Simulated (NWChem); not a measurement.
# Cd

```
Cd
```
Charge 0, spin multiplicity 1.

Everything below was run with NWChem.

Effective core potentials replace the inner electrons of Cd; spin-orbit coupling is left out. The correlated methods keep 4 core orbitals frozen.

Worked example. A B2PLYP run in def2-SVP ends its self-consistent part (53 % exact exchange, 47 % B88, 73 % LYP) at -167.44593 Ha, and second-order perturbation theory on those orbitals gives -0.32185 Ha unscaled.

The perturbative term enters with the weight 0.27: -167.44593 + 0.27·(-0.32185) = -167.53283 Ha is the total energy.
